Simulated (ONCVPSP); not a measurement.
Cutoff test, boron (B), ONCV

```
Element                 : boron
Generator               : ONCVPSP 4.0.1
Type                    : optimised norm-conserving Vanderbilt (ONCV)
Functional              : LDA (Perdew-Zunger)
Relativity              : scalar-relativistic
Frozen core             : [He]
Valence charge          : 3
Reference configuration : 2s1 (charge +2)
Partial waves           : 2s: rc 1.20 bohr, ncon 4, nbas 8, qcut 4.7 1/bohr, 1 projector; p scattering state at 0.44 Ha: rc 0.90 bohr, ncon 4, nbas 9, qcut 7.4 1/bohr, 2 projectors, debl 1.7 Ha; d scattering state at 0.32 Ha: rc 1.10 bohr, ncon 4, nbas 7, qcut 8.3 1/bohr, 2 projectors, debl 3.9 Ha
Local potential         : polynomial inside 0.60 bohr (lpopt 5, dvloc0 -1 Ha)
Core correction         : none
```

In the p channel the program set the typed energies aside and used 0.050, 1.750 Ha.

**Question.** For each optimised wave give the share of its norm inside rc, the residual kinetic energy above qcut (Ha) and the cutoffs (Ha) for errors of 10, 1, 0.1 and 0.01 mHa per electron.

**Answer.**

```tsv
wave	norm inside rc	residual KE	10 mHa	1 mHa	0.1 mHa	0.01 mHa
2s	0.265	2.7e-03	8.2	14.8	89.6	116.5
p projector 1	0.077	1.7e-03	17.6	31.0	229.2	337.1
p projector 2	0.060	2.7e-03	20.4	32.7	122.5	410.6
d projector 1	0.016	5.3e-06	5.1	11.0	20.9	31.4
d projector 2	0.065	1.4e-04	14.1	25.9	36.0	64.8
```

The occupied waves need 15 Ha and 90 Ha for 1 and 0.1 mHa.
